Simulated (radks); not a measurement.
Q: Valence configurations of Hf I (all share [Xe]). Calculated with a radial shooting solver on a logarithmic mesh with Libxc functionals: scalar-relativistic Kohn-Sham, PBE, spin-polarised, spherical densities, point nucleus; open shells are filled with parallel spins first (spin-orbit coupling, left out, can overturn this in heavy ions). Order these by energy: 4f13.5 5d3.5 6s1; 4f13 5d3 6s1.5 6p0.5; 4f13 5d3 6s2; 4f14 5d1 6s2 6p1; 4f14 5d2 6s2; 4f12 5d4 6s2; 4f12 5d2 6s2 6p2; 4f13.5 5d2 6s2 6p0.5; 4f14 5d2 6s1.5 6p0.5; 4f13.5 5d2.5 6s2.

A: From the lowest, in eV above it: 4f14 5d2 6s2 0.000; 4f14 5d2 6s1.5 6p0.5 1.406; 4f14 5d1 6s2 6p1 2.105; 4f13.5 5d2.5 6s2 7.490; 4f13.5 5d3.5 6s1 8.083; 4f13.5 5d2 6s2 6p0.5 8.719; 4f13 5d3 6s2 16.449; 4f13 5d3 6s1.5 6p0.5 17.834; 4f12 5d4 6s2 39.009; 4f12 5d2 6s2 6p2 50.354. NIST lists [Xe] 4f14 5d2 6s2 as the ground configuration; this level of theory agrees among the configurations tried. The energies are those of spherical high-spin densities, not of single terms.
